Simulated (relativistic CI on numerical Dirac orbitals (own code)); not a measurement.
Rh⁺: resonant inelastic scattering at the L2,3 edge

Computed with this model: Dirac-Coulomb-Breit CI, orbitals from a KLI potential per configuration, a model potential for QED, valence Slater integrals scaled by 0.8, Kramers-Heisenberg scattering through one core-hole configuration in a parametric crystal field; configurations [Kr] 4d8 → [He] 2s2 2p5 3s2 3p6 3d10 4s2 4p6 4d9; 10 K; core-hole width 1.6 eV; summed over polarisations. Incident energies are the highest absorption maxima for each field (at most a few, so the weaker spin-orbit partner edge can be absent), on the computed scale of the free ion. Intensities are in per cent of the strongest line above 0.02 eV; levels within 1 cm⁻¹ are merged; final levels count from the ground level, the first row holds all elastic scattering, lines under 0.4 are left out and each table stops after 24 rows. The scale of the Slater integrals is a model choice and moves the terms in proportion.

Field parameters in Wybourne normalisation: Td as Oh with Dq negative (B⁴₀ = 21Dq, B⁴₄ = √(5/14) B⁴₀). The field is a parameter set, without covalency.

S is read from ⟨S²⟩ = S(S + 1).

Td, 10Dq = -1550 cm⁻¹:

```csv
Final level (eV),Degeneracy,Irrep,S,3003.6 eV
0.000,1,A1,1.00,110.3
0.041,3,T1,1.00,100.0
0.086,2,E,1.00,7.0
0.170,3,T2,1.00,2.1
0.375,3,T2,0.99,1.2
0.392,3,T1,1.00,12.8
0.649,3,T2,0.96,1.2
1.270,3,T2,0.54,6.5
1.278,2,E,0.57,5.7
1.644,3,T2,0.75,5.5
1.672,2,E,0.69,10.3
1.938,3,T2,0.03,1.0
2.027,3,T1,0.01,3.6
2.052,1,A1,0.01,1.7
2.071,2,E,0.04,0.9
```

Td, 10Dq = -3450 cm⁻¹:

| Final level (eV) | Degeneracy | Irrep | S | 3003.7 eV |
| --- | --- | --- | --- | --- |
| 0.000 | 1 | A1 | 1.00 | 130.7 |
| 0.064 | 3 | T1 | 1.00 | 100.0 |
| 0.155 | 2 | E | 0.99 | 6.9 |
| 0.242 | 3 | T2 | 1.00 | 0.6 |
| 0.542 | 3 | T2 | 0.97 | 3.3 |
| 0.568 | 3 | T1 | 1.00 | 30.2 |
| 0.640 | 2 | E | 0.98 | 0.6 |
| 1.016 | 3 | T2 | 0.92 | 2.3 |
| 1.361 | 2 | E | 0.42 | 2.1 |
| 1.379 | 3 | T2 | 0.48 | 6.2 |
| 1.758 | 3 | T2 | 0.84 | 8.8 |
| 1.784 | 2 | E | 0.80 | 14.6 |
| 1.817 | 3 | T1 | 1.00 | 1.4 |
| 2.076 | 3 | T2 | 0.08 | 1.2 |
| 2.227 | 3 | T1 | 0.01 | 3.6 |
| 2.244 | 1 | A1 | 0.03 | 2.0 |
| 2.438 | 2 | E | 0.05 | 0.5 |

Td, 10Dq = -5400 cm⁻¹:

| Final level (eV) | Degeneracy | Irrep | S | 3003.8 eV |
| --- | --- | --- | --- | --- |
| 0.000 | 1 | A1 | 1.00 | 149.0 |
| 0.075 | 3 | T1 | 1.00 | 100.0 |
| 0.193 | 2 | E | 0.99 | 6.8 |
| 0.743 | 3 | T2 | 0.95 | 4.9 |
| 0.769 | 3 | T1 | 1.00 | 45.0 |
| 0.814 | 2 | E | 0.98 | 0.7 |
| 1.338 | 3 | T2 | 0.53 | 6.1 |
| 1.546 | 3 | T2 | 0.82 | 1.2 |
| 1.907 | 3 | T2 | 0.91 | 14.1 |
| 1.933 | 2 | E | 0.89 | 16.4 |
| 2.003 | 3 | T1 | 1.00 | 3.4 |
| 2.258 | 3 | T2 | 0.13 | 1.2 |
| 2.407 | 1 | A1 | 0.07 | 2.4 |
| 2.440 | 3 | T1 | 0.01 | 3.7 |

For the first field the strongest loss at the lowest incident energy is the level at 0.04 eV (S = 1.00, against 1.00 in the thermal ground state).
